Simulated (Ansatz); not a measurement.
Computed with Ansatz on PBE0-D4/def2-TZVP structures; ΔE is electronic, products minus reactants. CCSD(T)/CBS adds triple-zeta CCSD(T) − MP2 to the extrapolated MP2 energy (def2 sets, frozen cores). Functionals use def2-TZVPP. HSE06 is defined as in plane-wave codes. def2 core potentials past Kr. For Cd, In outer-core shells are correlated without core-valence functions, which leaves a few kJ/mol of doubt a bond. Each species was taken in one conformer, which may not be the lowest.

Reaction (redistribution): `[NH2][Cd][OH]` + `[NH2][In]([OH])[SH]` → `[OH][Cd][SH]` + `[NH2][In]([NH2])[OH]`

`[NH2][Cd][OH]`:

```xyz
6

N     0.024   -1.147   -1.140
Cd   -0.021    0.083    0.437
O    -0.082    1.061    2.139
H     0.871   -1.031   -1.686
H    -0.748   -0.978   -1.774
H    -0.044    2.012    2.024
```

`[NH2][In]([OH])[SH]`:

```xyz
8

N    -0.755    0.346    1.486
In    0.058   -0.209   -0.268
O    -0.157   -2.123   -0.731
S     1.044    1.249   -1.869
H    -0.333    1.140    1.946
H    -0.864   -0.403    2.156
H     0.155   -2.339   -1.612
H     0.853    2.340   -1.108
```

`[OH][Cd][SH]`:

```xyz
5

O     0.312   -1.115   -1.716
Cd   -0.008    0.156   -0.248
S    -0.503    1.696    1.413
H     1.191   -1.499   -1.697
H    -0.991    0.762    2.248
```

`[NH2][In]([NH2])[OH]`:

Cartesian coordinates in Å:
```
N 1.866 0.059 0.213
In -0.133 0.140 -0.081
N -1.552 -0.785 1.007
O -0.850 1.509 -1.335
H 2.227 -0.804 0.597
H 2.434 0.316 -0.582
H -1.349 -1.726 1.314
H -2.473 -0.771 0.591
H -0.170 2.061 -1.725
```

CCSD(T)/CBS gives -0.19 eV.

Another level gave -0.14 eV. Which?
A. HSE06/def2-TZVPP
B. HF/def2-TZVPP
C. BHLYP-D4/def2-TZVPP
D. PBE-D4/def2-TZVPP

A. HSE06 -0.14, PBE-D4 -0.09, HF/def2-TZVPP -0.27, BHLYP-D4 -0.18 eV.

What do rigid-rotor, harmonic-oscillator terms from PBE0-D4/def2-TZVP frequencies (298.15 K, 1 bar) make of the CCSD(T)/CBS value? (Estimate.)

Ansatz gave: ΔZPE = -0.01 eV, ΔH = -0.20 eV, ΔS = 3 J/(mol·K), ΔG = -0.21 eV.

Largest T1 diagnostic among the species: 0.016.

Leaving LDA and LC-ωPBE aside and taking each functional with its dispersion term where it has one, the values, not all of them listed here, spread over 0.09 eV, from BHLYP-D4 to BLYP-D4. From r2SCAN to r2SCAN0 (25 % exact exchange), in def2-TZVPP and without D4, ΔE moves by −0.04 eV.
